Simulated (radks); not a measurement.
Valence configurations of O+ (all share [He]). All-electron calculation, scalar-relativistic Kohn-Sham, LDA (Slater exchange, Perdew-Wang correlation), spin-unpolarised, spherical densities, finite nucleus; Fermi nuclear charge, rms radius 2.6991 fm. Program: a radial shooting solver on a logarithmic mesh with Libxc functionals. Energies are relative to 2s2 2p3; eigenvalues in eV.

2s2 2p3: E (eV) 0.000; e(2p) -24.590; e(2s) -39.400
2s1.5 2p3.5: E (eV) 7.412; e(2p) -24.628; e(2s) -39.468
2s1 2p4: E (eV) 14.839; e(2p) -24.672; e(2s) -39.540
2s0.5 2p4.5: E (eV) 22.281; e(2p) -24.721; e(2s) -39.618
2p5: E (eV) 29.737; e(2p) -24.774

NIST lists [He] 2s2 2p3 as the ground configuration; this level of theory agrees among the configurations tried. The energies are those of spherical spin-averaged densities, not of single terms.
